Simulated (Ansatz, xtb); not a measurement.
**Relaxing a trial structure of BBrH2NSn**

The starting geometry of this gas-phase doublet was built from a drawn formula by distance geometry and a force field; its bonds are those of `[B]=[Sn]([NH2])[Br]`.

```xyz
6

B    -2.0310   -1.4990   -2.7042
Br   -0.8343   -2.5533    0.8550
N    -0.3375    1.0531   -0.7010
Sn   -1.0384   -0.8549   -0.9702
H    -1.1651    1.6985   -0.7160
H     0.0318    1.0705    0.3327
```

Problem. Predict what it relaxes into with r2SCAN-D4/def2-SVP.

Solution. It rearranges, giving a structure given below by its coordinates. Contacts that open: Br2–Sn4 (2.50 → 4.06 Å). Contacts that close: B1–Br2 (3.90 → 1.87 Å).

The energy falls by 2.58 eV over 35 steps:

```csv
step,E − E(last) (eV)
1,2.578
5,2.055
9,2.016
12,1.982
16,1.899
20,1.139
24,0.223
27,0.041
31,0.001
35,0.000
```

Final geometry (Å):

```tsv
atom	x (Å)	y (Å)	z (Å)
B	-1.3402	-1.8651	-0.6980
Br	-2.0125	-3.4680	-0.0166
N	-0.5049	1.2147	-0.6286
Sn	-0.4656	-0.2904	-2.0142
H	-0.2000	2.1529	-0.8705
H	-0.8513	1.1708	0.3242
```

From the same start GFN2-xTB reaches the same bonding as this run.

No frequencies were run, so the end isn't proven a minimum. Open shells are spin-unrestricted. Atoms past krypton carry core potentials, without spin–orbit terms. Run with Ansatz 0.2.0, 4 min on 2 threads of Intel(R) Xeon(R) 6975P-C (Granite Rapids), with other jobs on the host.
